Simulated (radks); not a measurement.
Task: All-electron atom: the vanadium ion V3+ in [Ar] 4s2 (not the ground configuration). All-electron calculation, non-relativistic Kohn-Sham, r2SCAN, spin-polarised, spherical densities, point nucleus; meta-GGA in the generalised Kohn-Sham scheme. Program: a radial shooting solver on a logarithmic mesh with Libxc functionals. Some entries of the table are withheld. Estimate them.

orbital  occ.  eigenvalue (hartree)  <r^2> (bohr^2)
1s          2                   (1)        0.006038
2s          2                   (2)          0.1135
2p          6             -20.69498             (3)
3s          2                   (4)          0.9636
3p          6              -3.43970           1.063
4s          2              -1.20669           6.290

Result: 
(1) 1s eigenvalue (hartree): -198.4359
(2) 2s eigenvalue (hartree): -24.21591
(3) 2p <r^2> (bohr^2): 0.09292
(4) 3s eigenvalue (hartree): -4.44323
